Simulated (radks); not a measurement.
The numbers below are computed, except where a source is named.
Problem. Coherent X-ray form factor from a spherical all-electron density. Code: a radial shooting solver on a logarithmic mesh with Libxc functionals. Model: Dirac Kohn-Sham, BLYP, spin-unpolarised, spherical densities, point nucleus.

| sin(theta)/lambda (1/angstrom) | f0 (electrons) |
|---|---|
| 0.05 | 52.915 |
| 0.1 | 50.130 |
| 0.15 | 46.611 |
| 0.2 | 43.125 |
| 0.25 | 40.001 |
| 0.3 | 37.270 |
| 0.4 | 32.662 |
| 0.5 | 28.777 |
| 0.6 | 25.477 |
| 0.8 | 20.636 |
| 1 | 17.592 |
| 1.25 | 14.875 |
| 1.5 | 12.484 |
| 2 | 8.563 |

The species is in the configuration that NIST lists as its ground one. Which atom or ion scatters so?

Solution. Neutral xenon, [Xe]. Extrapolating in s^2 from the first two rows gives f0(0) = 53.8, near the electron count 54; among species with that count, the fall with angle is slower the higher Z, and the table is that of Z = 54; from so few rows the species is fixed only to a neighbour or two.
